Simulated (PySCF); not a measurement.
C3H, charge +1, multiplicity 1. Atoms are numbered in the order given.

```xyz
4

H      0.0000     0.0000    -2.2248
C      0.0000     0.0000    -1.1417
C      0.0000     0.0000     0.0866
C      0.0000     0.0000     1.4259
```
Charge +1, spin multiplicity 1.

Geometry optimised at PBE0-D3(BJ)/def2-TZVP.

These are PBE/pcSseg-2 (PySCF) values and carry that method's errors.

GIAO shieldings, no solvent; atoms alike by connectivity are averaged. δ = σ(ref) − σ: ¹H against TMS (σ = 31.47 ppm); ¹³C against TMS (σ = 181.4 ppm), references at their B3LYP-D3(BJ)/def2-TZVP geometries, non-relativistic.

Computed chemical shifts:
```tsv
nucleus	atoms	count	δ (ppm)
¹H	H1	1	3.91
¹³C	C4	1	635.0
¹³C	C3	1	104.6
¹³C	C2	1	82.4
```
